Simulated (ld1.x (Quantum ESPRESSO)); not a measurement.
**How hard is this Pt (Z = 78) ultrasoft potential?**

```json
{
  "Element": "Pt (Z = 78)",
  "Generator": "ld1.x (Quantum ESPRESSO) 7.5",
  "Type": "ultrasoft",
  "Functional": "PBE",
  "Relativity": "scalar-relativistic",
  "Frozen core": "[Kr] 4d10 4f14 5s2",
  "Valence charge": "16",
  "Reference configuration": "5p6 5d9 6s1 6p0",
  "Partial waves": "6s (bound): rcut 1.95, rcutus 2.30 bohr; 6s channel at 2.65 Ry: rcut 1.95, rcutus 2.30 bohr; 5p (bound): rcut 1.65, rcutus 2.25 bohr; 6p (bound, empty): rcut 1.65, rcutus 2.25 bohr; 5d (bound): rcut 1.80, rcutus 2.20 bohr; 5d channel at 4.5 Ry: rcut 1.80, rcutus 2.20 bohr",
  "Local potential": "all-electron potential smoothed inside 1.65 bohr (lloc = -2)",
  "Core correction": "none",
  "Augmentation charge": "PSQ, inside the norm-conserving radii"
}
```

The pseudo-atom Hamiltonian at the reference potential is diagonalised in spherical Bessel functions j_l(qr) that vanish at 20 bohr, with q² up to the cutoff. All-electron valence levels (Ry): 6s -0.4159, 5p -4.1173, 6p -0.0618, 5d -0.4513.

How do the lowest levels (Ry) of each channel move with the cutoff, and are there ghosts?

```json
{"cutoff (Ry)": "8", "s #1": "-0.4160", "s #2": "0.0092", "p #1": "-1.6380", "p #2": "-0.0474", "d #1": "0.0555", "f #1": "0.1140", "Σ f·Δε (mRy)": "19439.0"}
{"cutoff (Ry)": "10", "s #1": "-0.4160", "s #2": "0.0092", "p #1": "-3.6948", "p #2": "-0.0610", "d #1": "-0.0121", "f #1": "0.1140", "Σ f·Δε (mRy)": "6489.7"}
{"cutoff (Ry)": "12", "s #1": "-0.4161", "s #2": "0.0092", "p #1": "-4.0696", "p #2": "-0.0617", "d #1": "-0.2394", "f #1": "0.1140", "Σ f·Δε (mRy)": "2194.9"}
{"cutoff (Ry)": "15", "s #1": "-0.4162", "s #2": "0.0092", "p #1": "-4.1159", "p #2": "-0.0617", "d #1": "-0.3911", "f #1": "0.1140", "Σ f·Δε (mRy)": "551.9"}
{"cutoff (Ry)": "18", "s #1": "-0.4162", "s #2": "0.0092", "p #1": "-4.1166", "p #2": "-0.0618", "d #1": "-0.4471", "f #1": "0.1140", "Σ f·Δε (mRy)": "44.5"}
{"cutoff (Ry)": "21", "s #1": "-0.4162", "s #2": "0.0092", "p #1": "-4.1167", "p #2": "-0.0618", "d #1": "-0.4508", "f #1": "0.1140", "Σ f·Δε (mRy)": "10.5"}
{"cutoff (Ry)": "30", "s #1": "-0.4162", "s #2": "0.0092", "p #1": "-4.1172", "p #2": "-0.0618", "d #1": "-0.4511", "f #1": "0.1140", "Σ f·Δε (mRy)": "3.7"}
{"cutoff (Ry)": "35", "s #1": "-0.4162", "s #2": "0.0092", "p #1": "-4.1172", "p #2": "-0.0618", "d #1": "-0.4514", "f #1": "0.1140", "Σ f·Δε (mRy)": "1.3"}
{"cutoff (Ry)": "40", "s #1": "-0.4162", "s #2": "0.0092", "p #1": "-4.1173", "p #2": "-0.0618", "d #1": "-0.4515", "f #1": "0.1140", "Σ f·Δε (mRy)": "0.6"}
{"cutoff (Ry)": "45", "s #1": "-0.4162", "s #2": "0.0092", "p #1": "-4.1173", "p #2": "-0.0618", "d #1": "-0.4515", "f #1": "0.1140", "Σ f·Δε (mRy)": "0.5"}
{"cutoff (Ry)": "50", "s #1": "-0.4162", "s #2": "0.0092", "p #1": "-4.1173", "p #2": "-0.0618", "d #1": "-0.4515", "f #1": "0.1140", "Σ f·Δε (mRy)": "0.3"}
{"cutoff (Ry)": "400", "s #1": "-0.4162", "s #2": "0.0092", "p #1": "-4.1173", "p #2": "-0.0618", "d #1": "-0.4515", "f #1": "0.1140", "Σ f·Δε (mRy)": "0.0"}
```

Result: no extra level below or beside the all-electron valence levels (s, p, d, f tested); 10 mRy is reached at 25 Ry and 1 mRy at 40 Ry.
